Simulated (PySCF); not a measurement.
CH7F3OSi3.
Geometry (GFN2-xTB, Å), atoms numbered from 1 in this order:
```
atom  x, y, z in Å
F1     2.9386    0.1204   -1.3001
Si2    2.3113    0.3957    0.1297
F3     3.2287   -0.2927    1.2100
F4     2.4612    1.9644    0.3067
O5     0.8663   -0.1876    0.3503
C6    -0.3886    0.0052   -0.3486
Si7   -1.4165    1.2430    0.6868
Si8   -1.0878   -1.7599   -0.5834
H9    -0.1745    0.4431   -1.3277
H10   -1.6961    0.6282    1.9834
H11   -0.6403    2.4712    0.8554
H12   -2.6460    1.5029   -0.0635
H13   -2.3310   -1.6366   -1.3471
H14   -1.3275   -2.3320    0.7396
H15   -0.1020   -2.5572   -1.3135
```

Theory: PySCF 2.14.0, density-fitted response routines, TDDFT PBE0/def2-SVPD, vertical, gas phase, core orbitals frozen in the response.

Transition dipole moments from the ground state, in atomic units and in the frame of the coordinates above (overall signs are arbitrary), for the states with f of 0.002 or more among the lowest 7:

```tsv
state	E (hartree)	μx	μy	μz
S1	0.2485	0.042	-0.326	-0.145
S2	0.2678	-0.034	0.118	0.058
S3	0.2822	0.106	-0.846	-0.370
S4	0.2846	-0.086	0.088	-0.057
S5	0.2933	-0.091	0.580	0.246
S6	0.2958	-0.109	-0.088	-0.054
S7	0.3016	0.162	0.030	-0.021
```

(1) What oscillator strength does each state have?

(2) Which bond between heavy atoms lies closest to the direction of the S3 transition dipole?

(3) What angle do the transition dipoles of S1 and S3 make?

(4) How is the summed strength of these states shared among x, y and z?

(5) What peak molar absorption coefficient would the strongest computed level give as a lone Gaussian band 0.5 eV wide at half height?

Results:

(1) f = (2/3) ΔE |μ|² with ΔE in hartree (27.2114 eV).

```csv
state,|μ|² (au),|μ| (D),f
S1,0.129,0.91,0.021
S2,0.018,0.35,0.003
S3,0.864,2.36,0.163
S4,0.018,0.35,0.004
S5,0.405,1.62,0.079
S6,0.023,0.38,0.004
S7,0.028,0.42,0.006
```

(2) Si2–F4, at 21° from it; next C6–Si7 at 30°.

(3) |cos θ| = |μa·μb| / (|μa| |μb|) = 1.00, so θ ≈ 0° (taken between 0 and 90°, since the signs are arbitrary).

(4) (2/3) Σ ΔE μα² gives 0.013 for x, 0.224 for y and 0.043 for z, 0.280 in all.

(5) ε(max) = 2.175×10⁸ f / FWHM, with the width in cm⁻¹. S3: 2.175×10⁸ × 0.1626 / 4033 ≈ 8800 L mol⁻¹ cm⁻¹.

One conformer stands for the species.
